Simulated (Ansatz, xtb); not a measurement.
**Two structures of F2H4In2**

Structure I is a singlet given by its coordinates and structure II is a singlet given by its coordinates. Both are gas-phase species (loosely bound parts included), relaxed with PBE0-D4/def2-SVP.

I (Å):

```xyz
8

F    -0.2349   -0.5120   -0.0003
F     1.2838   -1.9595    1.0460
In    2.0374   -0.2828   -0.6762
In   -0.2306    1.2708    1.3166
H     0.4533   -1.5458    0.7454
H    -0.5014    0.5706    2.8636
H    -1.1488    2.4116    0.4118
H     1.5493    1.3104    0.8587
```

Close contacts (Å): F1–In3 2.38, F1–In4 2.22, F2–In3 2.52, In3–In4 3.40, F2–H5 0.98, In3–H5 2.48, In3–H8 2.27, In4–H6 1.72, In4–H7 1.72, In4–H8 1.84.

II (Å):

```yaml
atoms:
  - { symbol: F, position_ang: [-0.0088, -1.9192, -1.2640] }
  - { symbol: F, position_ang: [1.7141, -0.5116, -1.7156] }
  - { symbol: In, position_ang: [0.5230, 1.2869, -1.5730] }
  - { symbol: In, position_ang: [-1.6481, -0.4429, -1.0030] }
  - { symbol: H, position_ang: [0.8880, -1.3411, -1.4896] }
  - { symbol: H, position_ang: [1.7299, 2.4986, -1.9053] }
  - { symbol: H, position_ang: [-2.0024, -0.5710, 0.6780] }
  - { symbol: H, position_ang: [-2.6547, -0.7567, -2.3655] }
```

Close contacts (Å): F1–In4 2.22, F2–In3 2.16, In3–In4 2.83, F1–H5 1.09, In3–H6 1.74, In4–H7 1.72, In4–H8 1.72.

Energies in hartree; the thermal terms are from PBE0-D4/def2-SVP harmonic frequencies (ideal gas, rigid rotor, one conformer each, 298.15 K, 1 atm) and include the zero-point energy:

```
                              I           II
E, CCSD(T)/def2-SVP  −580.129900  −580.112205
    E, MP2/def2-SVP  −580.080405  −580.065464
  E, MP2/def2-TZVPP  −580.887945  −580.872083
  zero-point energy     0.033099     0.031576
       H(298 K) − E     0.041959     0.040215
       G(298 K) − E    −0.002052    −0.002991
```

Question: Correct the CCSD(T) difference for the basis set by the MP2 change, then work out ΔE, ΔE₀, ΔH and ΔG for I → II in kJ/mol (1 Eh = 2625.50 kJ/mol) and the equilibrium ratio [II]/[I].

Answer: 1. Differences II − I: CCSD(T) +0.017695, MP2 in the small set +0.014941, MP2 in the large set +0.015862 Eh.
2. ΔE = +0.017695 + (+0.015862 − (+0.014941)) = +0.018616 Eh = +48.88 kJ/mol.
3. ΔE₀ = ΔE + ΔZPE = +0.018616 + (−0.001523) Eh = +44.88 kJ/mol.
4. ΔH = ΔE + (−0.001744) Eh = +44.30 kJ/mol.
5. ΔG = ΔE + (−0.000939) Eh = +46.41 kJ/mol, so ΔS = (ΔH − ΔG)/T = −7.1 J/(mol K).
6. kT = 0.9442 mEh, so K = [II]/[I] = exp(−ΔG/kT) = exp(−18.72) ≈ 7.4 × 10^−9.

Structure I is favoured at this temperature. An error of 4 kJ/mol in ΔG would change K by a factor of 5. Mirror images and further conformers aren't counted.

Other levels gave ΔE = +43.5 (PBE0-D4/def2-SVP); +45.1 (HF/def2-SVP); +39.2 (MP2/def2-SVP); +46.5 (CCSD(T)/def2-SVP) kJ/mol. The correlated steps freeze 10 core orbitals; the filled d shell of In is correlated, in a basis made for valence electrons. Atoms past krypton carry core potentials in the def2 sets, without spin–orbit terms. Programs: Ansatz 0.2.0.
